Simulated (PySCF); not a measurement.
Spectroscopy problems

- spin–spin couplings from B3LYP/pcJ-1 (spin–dipole term left out of most H,H and C,H couplings)
- coordinates at the GFN2-xTB level
- shieldings: GIAO PBE0/pcSseg-1
- run in PySCF 2.14.0 with density-fitted response routines
- non-relativistic Hamiltonian, fast rotation and ring inversion assumed for equivalent nuclei, isolated molecule, single conformer

Referencing at the same level of theory: ¹H (σref 31.72), ¹³C (σref 186.93) vs TMS. Multiplet labels drop J under 1 Hz and among equivalent protons, and merge close values. Unscaled 3J(H,H) run several per cent high. Where no couplings were computed, multiplicities follow the n + 1 count of equivalent neighbours, and m marks all less simple cases (inequivalent or close neighbours, rings, F or P nearby). Shifts are as computed. Against solution values, carbons near 30 ppm lie about +3 ppm off and those near 130 ppm about +5 ppm. Of 1211 compounds with measured shifts, 218 miss one by over three times the rms of a fit or turn the order of signals round; such compounds aren't used in these exercises.

(1) C5H8N2OSi. ¹H NMR (400 MHz, computed): δ 12.25 (t, 1H), 5.42 (d, 2H), 3.31 (s, 2H), 2.37 (s, 3H). ¹³C{¹H} NMR (computed): δ 244.9, 186.0, 121.3, 35.2, 27.4. Give a structure.

(2) C4H6O. ¹H NMR (400 MHz, computed): δ 6.52 (dd, J = 13.9, 7.3 Hz, 2H), 4.84 (dd, J = 13.9, 2.9 Hz, 2H), 4.39 (dd, J = 7.3, 2.9 Hz, 2H). ¹³C{¹H} NMR (computed): δ 157.8, 96.4. What is it?

## Answers

(1) `InChI=1S/C5H8N2OSi/c1-5(2-3-6)7-9-4-8/h4H,2,9H2,1H3/b7-5+`. The formula gives 4 degrees of unsaturation (no ring in the answer). 5 carbon signals for 5 carbons: no two carbons are equivalent. Carbon types of the structure: 2 × C, 1 × CH, 1 × CH2, 1 × CH3, leaving 2 H on heteroatoms. δC 244.9: carbonyl carbon. δC 186.0: C=N carbon. δC 121.3: nitrile carbon; C≡N carbons fall here, among the sp2 signals but without a proton. δH 12.25: hydrogen on a carbonyl carbon.

The data come from this structure; uniqueness wasn't tested.

(2) `C=COC=C`. Rings plus π bonds: 2 (no ring in the answer). 2 carbon signals for 4 carbons: some carbons are equivalent by symmetry or fast rotation. Carbon types of the structure: 2 × CH, 2 × CH2, which accounts for all hydrogens. δC 157.8: alkene carbon bearing oxygen; an sp2 carbon further deshielded by the attached heteroatom. δC 96.4: β carbon of an enol-ether or enamine type C=C; the O or N lone pair pushes π density onto this β carbon and shields it. δH 6.52: hydrogen on an alkene carbon bearing oxygen; olefinic region. δH 4.84, 4.39: hydrogen on a β carbon of an enol-ether or enamine type C=C; lone-pair donation from O or N shields it, upfield of ordinary alkene protons. The protons at 4.84 and 6.52 share a coupling of 13.9 Hz (vicinal, trans across C=C). The protons at 4.39 and 6.52 share a coupling of 7.3 Hz (vicinal, cis across C=C).

This is the structure that produced the data.
